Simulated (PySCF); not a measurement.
Computed spin Hamiltonian

Species: C₈H₆Cl (doublet state).
Atom-mapped SMILES: `[CH:1]#[C:2][C@H:3]1[CH:4][CH:5]=[CH:6][C:7]([Cl:8])=[CH:9]1` (hydrogens: H10 on C1; H11 on C3; H12 on C4; H13 on C5; H14 on C6; H15 on C9)

Theory: UKS B3LYP, pcH-1 on C Cl H, non-relativistic, mean-field spin-orbit, GIAO (PySCF). Geometry: GFN2-xTB; no solvent, vibrations or thermal averaging. Couplings are sensitive to structure, and on GFN2-xTB geometries they can be far from those on DFT ones. No stability test was run, so a lower SCF solution isn't excluded. ⟨S²⟩ is 0.788 where a pure state has 0.75.

* g1, g2, g3: 2.00213, 2.00223, 2.00240
* g_iso: 2.00225
* Form of g: rhombic: the two nearest values differ by 35 % of g3 − g1
* ⟨S²⟩: 0.7879 (exact 0.7500)
* HOMO–LUMO gap, α and β orbitals: 4.53, 4.17 eV
* Total energy: -768.55188 Eh

Isotropic coupling and dipolar principal values T1 to T3, in 10⁻⁴ cm⁻¹ (1 × 10⁻⁴ cm⁻¹ = 2.998 MHz):

| atom | isotope | a_iso | of which spin–orbit | T1 | T2 | T3 | Mulliken spin population |
| --- | --- | --- | --- | --- | --- | --- | --- |
| C1 | 13C | 1.5 | 0.0 | -0.4 | -0.2 | 0.7 | -0.01 |
| C2 | 13C | 34.3 | 0.0 | -1.1 | -1.1 | 2.1 | 0.04 |
| C3 | 13C | -9.9 | 0.0 | -0.3 | -0.1 | 0.4 | -0.07 |
| C4 | 13C | 13.3 | 0.0 | -11.8 | -11.1 | 22.9 | 0.45 |
| C5 | 13C | -12.5 | 0.0 | -8.1 | 3.5 | 4.6 | -0.21 |
| C6 | 13C | 16.7 | 0.0 | -15.2 | -14.4 | 29.6 | 0.58 |
| C7 | 13C | -14.8 | 0.0 | -8.6 | 3.8 | 4.8 | -0.20 |
| Cl8 | 35Cl | -0.5 | 0.0 | -2.1 | 0.6 | 1.5 | -0.01 |
| C9 | 13C | 13.2 | 0.0 | -11.8 | -11.1 | 22.8 | 0.44 |
| H10 | 1H | 0.6 | 0.0 | -0.3 | -0.2 | 0.5 | 0.00 |
| H11 | 1H | 47.9 | 0.0 | -1.3 | -0.2 | 1.5 | 0.06 |
| H12 | 1H | -9.7 | 0.0 | -5.5 | -0.4 | 6.0 | -0.02 |
| H13 | 1H | 3.4 | 0.0 | -1.4 | -0.4 | 1.7 | 0.01 |
| H14 | 1H | -12.6 | 0.0 | -7.4 | 0.0 | 7.4 | -0.03 |
| H15 | 1H | -9.6 | 0.0 | -5.5 | -0.4 | 5.9 | -0.02 |

The Mulliken spin populations are largest on C6 (+0.58), C4 (+0.45), C9 (+0.44) and C5 (-0.21). Three atoms exceed +0.15. The angles at C6 add up to 360.0°, so it is planar.

The SMILES `C#C[C@H]1[CH]C=CC(Cl)=C1` draws the unpaired electron on C4, whose computed spin population is only +0.45.

Axes: g3 points within 10° of the C3–C9 bond.

Under fast tumbling the dipolar parts average out, and these isotropic splittings remain (the largest six): 1 × 1H (H11, I = 1/2, 2 lines) with 5.12 mT, 1 × 1H (H14, I = 1/2, 2 lines) with 1.35 mT, 1 × 1H (H12, I = 1/2, 2 lines) with 1.04 mT, 1 × 1H (H15, I = 1/2, 2 lines) with 1.03 mT, 1 × 1H (H13, I = 1/2, 2 lines) with 0.36 mT and 1 × 1H (H10, I = 1/2, 2 lines) with 0.06 mT.

Main isotope only: 35Cl (natural samples also hold 24 % 37Cl, magnetic too, which adds its own pattern).

The 13C coupling of C2 (102.7 MHz) shows only in satellite lines or after enrichment, since that isotope makes up about 1.07 % of natural carbon.
